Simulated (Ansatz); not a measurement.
Computed with Ansatz on PBE0-D4/def2-TZVP structures; ΔE is electronic, products minus reactants. CCSD(T)/CBS adds triple-zeta CCSD(T) − MP2 to the extrapolated MP2 energy (def2 sets, frozen cores). This one scheme is used for every species, atoms too. DFT in def2-TZVPP. No spin–orbit coupling; open shells (•) take unrestricted orbitals. Spin–orbit coupling would lower the free atoms: a little for C, Si; clearly for Se. Bonds to Se are less sure, by a few kJ/mol each and by 10 to 20 or more in all where they break to atoms, as the def2 sets lack core-valence functions. Scalar relativity is left out up to krypton.

`C#C[Se][SiH3]` → 2 C• + 4 H• + Se• + Si•  (atomization)

```tsv
species	LC-ωPBE energy (Eh)
`C#C[Se][SiH3]`	-2769.15179
C•	-37.82224
H•	-0.50601
Se•	-2401.16144
Si•	-289.26970
```

Work out ΔE.

ΔE = 4 × (-0.50601) + 2 × (-37.82224) + (-2401.16144) + (-289.26970) − (-2769.15179) = 1.05213 Eh = +660.2 kcal/mol. CCSD(T)/CBS gives +671.2 kcal/mol.

Largest T1 diagnostic among the species: 0.012.

From PBE to PBE0 (25 % exact exchange), in def2-TZVPP and without D4, ΔE moves by −12.6 kcal/mol: exact exchange takes away binding that semilocal exchange gives to molecules. Leaving LDA and LC-ωPBE aside and taking each functional with its dispersion term where it has one, the values, not all of them listed here, spread over 34.8 kcal/mol, from BHLYP-D4 to PBE-D4. LDA lies +87.0 kcal/mol from PBE without D4, its usual overbinding. At CCSD(T), def2-SVP lies −43.7 kcal/mol from the extrapolated value and def2-TZVPP −19.4 kcal/mol: correlation converges slowly with the basis, and small sets miss more of it in the bonded molecule than in its fragments.

For atomizations the MP2-based limit and the directly extrapolated one differ by several kJ/mol either way, and by 10 to 25 for some Ge, Se and Sn compounds, so smaller differences from it don't rank the levels.
